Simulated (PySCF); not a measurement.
# Spinor energies of Sr¹¹⁺ (strontium, charge +11)

Start: [Ar] 3d9; 3d3/2 filled at m_j = -1/2, +1/2, +3/2; 3d5/2 filled at m_j = -5/2, -3/2, -1/2, +1/2, +3/2, +5/2. Calculated with PySCF 2.14 in an uncontracted even-tempered set (17 s from 0.76 bohr⁻², ratio 2.8; 13 p from 0.98 bohr⁻², ratio 2.8; 9 d from 0.98 bohr⁻², ratio 2.8; 4 f from 5.9 bohr⁻², ratio 3): generalised Hartree-Fock with the X2C-1e Hamiltonian and a Gaussian nucleus; one run each with spin-orbit coupling (SO) screened by Boettger's factors, then bare. This is a chosen level, not necessarily the ground level.

| spinor shell | electrons | ε, screened SO (eV) | ε, bare SO (eV) | weight of nominal j (bare SO) | rms radius, bare SO (bohr) |
| --- | --- | --- | --- | --- | --- |
| 1s1/2 | 2 | -16432.8 | -16432.8 | 1.000 | 0.0451 |
| 2s1/2 | 2 | -2491.9 | -2491.9 | 1.000 | 0.187 |
| 2p1/2 | 2 | -2281.4 | -2284.2 | 1.000 | 0.163 |
| 3s1/2 | 2 | -594.98 | -594.99 | 1.000 | 0.517 |
| 3p1/2 | 2 | -514.78 | -515.22 | 0.960 | 0.518 |
| 3p3/2 | 4 | -505.97 | -505.80 | 0.980 | 0.527 |
| 3d3/2 | 3 | -371.52 | -371.88 | 0.893 | 0.515 |
| 3d5/2 | 6 | -369.40 | -369.17 | 0.947 | 0.518 |

**Question.** Where does 2p3/2 lie, and what is the 2p spin-orbit splitting (bare SO)?

**Answer.** At -2212.1 eV, 72.114 eV above 2p1/2.

```csv
quantity,screened SO,bare SO
E (hartree),-3134.97570,-3134.99053
M_J,3/2,3/2
⟨J²⟩,3.751,3.751
⟨L²⟩,6.005,6.005
⟨S²⟩,0.754,0.754
```

Each row is a mean over spinors that exchange with the open shell spreads, by up to 9.842 eV (3p1/2).

Rows whose weight is well below 1 are mixtures of j = l ± 1/2: exchange outweighs spin-orbit coupling there, and the label is only the starting occupation.

Breit and QED terms are absent; they matter most for the inner s and p1/2 levels.

Densities and radii are taken from the X2C orbitals without a picture-change correction, which distorts them close to the nucleus.
